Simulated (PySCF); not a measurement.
Mapped SMILES: `[CH3:1][O:2][SiH:3]([O:4][CH3:5])[O:6][CH3:7]`; H(Xn) means a hydrogen on atom n.

PySCF 2.14.0 with density-fitted response routines calculation with geometry from PBE0-D3(BJ)/def2-SVP and HF/pcSseg-1 with gauge-including orbitals; gas phase, averaged over atoms made equivalent by symmetry, fast rotation or ring inversion, one conformer, non-relativistic.

Chemical shifts δ = σref − σ; 13C (190.85 ppm), 1H (31.69 ppm), 29Si (393.43 ppm) vs TMS; H2O for 17O (333.31 ppm), all at this level.

```csv
atoms,nucleus,count,δ (ppm)
H(Si3),1H,1,3.68
O2/O4/O6,17O,3,0.3
Si3,29Si,1,-60.5
C1/C5/C7,13C,3,?
H(C1)/H(C5)/H(C7),1H,9,?
```

Fill in the missing shifts.

Answers


- C1/C5/C7: 46.3 ppm, methyl carbon bonded to O; deshielded by the electronegative neighbour
- H(C1)/H(C5)/H(C7): 3.42 ppm, hydrogen on a methyl carbon bonded to O; its carbon carries O, an electronegative neighbour

Shifts are as computed. Against solution values, carbons near 30 ppm lie about -0 ppm off and those near 130 ppm about +7 ppm. Of 1211 compounds with measured shifts, 218 miss one by over three times the rms of a fit or turn the order of signals round; such compounds aren't used in these exercises. Experimental scales use liquid or dissolved standards, which lie at an offset from isolated H2O (liquid H2O: subtract about 36 ppm).
